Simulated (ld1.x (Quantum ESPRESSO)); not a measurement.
# Transferability test, ultrasoft potential for gallium (Ga)

```json
{
  "Element": "gallium (Ga)",
  "Generator": "ld1.x (Quantum ESPRESSO) 7.5",
  "Type": "ultrasoft",
  "Functional": "PBEsol",
  "Relativity": "scalar-relativistic",
  "Frozen core": "[Ar]",
  "Valence charge": "13",
  "Reference configuration": "3d10 4s1.75 4p1.25",
  "Partial waves": "4s (bound): rcut 1.75, rcutus 2.05 bohr; 4s channel at -0.3 Ry: rcut 1.75, rcutus 2.05 bohr; 4p (bound): rcut 1.80, rcutus 2.35 bohr; 4p channel at 1.3 Ry: rcut 1.80, rcutus 2.35 bohr; 3d (bound): rcut 0.60, rcutus 0.70 bohr; 3d channel at -0.35 Ry: rcut 0.60, rcutus 0.70 bohr",
  "Local potential": "all-electron potential smoothed inside 0.70 bohr (lloc = -2)",
  "Core correction": "Bessel-smoothed model core inside 0.45 bohr",
  "Augmentation charge": "PSQ, radius 0.60 bohr"
}
```

Energies are relative to the spin-unpolarised reference configuration 3d10 4s1.75 4p1.25; without spin polarisation the order of configurations can differ from experiment. The frozen-core shift is the all-electron ΔE with the core orbitals held at their reference shape minus the fully relaxed ΔE.

```
valence configuration  charge  ΔE all-electron (eV)  error AE − PS (meV)  frozen-core shift (meV)
         3d10 4s2 4p1       0                -1.608                 +0.1                     -0.1
         3d10 4s2 4p0      +1                 4.071                 -0.9                     +0.5
         3d10 4s1 4p0      +2                25.207                 -5.3                     +4.0
       3d10 4s2 4p0.5    +0.5                 0.419                 -0.2                     +0.1
       3d10 4s2 4p1.3    -0.3                -2.139                 +0.2                     -0.2
         3d10 4s1 4p2       0                 4.943                 -1.9                     +0.6
```

Question: What are ΔE and the potential's error for 3d10 4s0 4p3?

Answer: ΔE = 11.782 eV all-electron; the error (AE − PS) is -9.7 meV.

Levels in the configuration 3d10 4s2 4p0:

```json
{"level": "3d", "all-electron (eV)": "-27.458", "pseudo (eV)": "-27.458"}
{"level": "4s", "all-electron (eV)": "-16.362", "pseudo (eV)": "-16.360"}
```

A variational frozen-core shift is positive and of second order in the change. This column holds negative values, so the frozen-core run of ld1.x carries numerical noise or an error of first order here, and the column gives no more than the rough size of the effect.

Note: ghost state, extra bound levels that the all-electron valence spectrum of the same l lacks: s at -711.6 eV. A true bound ghost makes a file unfit for plane-wave use.
